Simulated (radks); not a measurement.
Problem. The silver ion Ag2+, 45 electrons, occupied as [Kr] 4d9. Method: scalar-relativistic Kohn-Sham, SCAN, spin-unpolarised, spherical densities, finite nucleus; meta-GGA in the generalised Kohn-Sham scheme; Fermi nuclear charge, rms radius 4.5454 fm; computed with a radial shooting solver on a logarithmic mesh with Libxc functionals. Some entries of the table are withheld. Estimate them.

| orbital | occ. | eigenvalue (hartree) | <r^2> (bohr^2) | <1/r> (bohr^-1) |
|---|---|---|---|---|
| 1s | 2 | -933.5072 | 0.001309 | 49.43 |
| 2s | 2 | -138.7194 | 0.02144 | 11.25 |
| 2p | 6 | -124.3838 | 0.01692 | 10.85 |
| 3s | 2 | -26.34263 | 0.1546 | (1) |
| 3p | 6 | -21.59032 | (2) | 3.763 |
| 3d | 10 | -14.13149 | 0.1424 | 3.530 |
| 4s | 2 | (3) | (4) | 1.505 |
| 4p | 6 | -3.04638 | 1.136 | 1.357 |
| 4d | 9 | -1.06923 | 2.032 | 1.026 |

Solution. 
(1) 3s <1/r> (bohr^-1): 3.957
(2) 3p <r^2> (bohr^2): 0.1564
(3) 4s eigenvalue (hartree): -4.42889
(4) 4s <r^2> (bohr^2): 0.9427
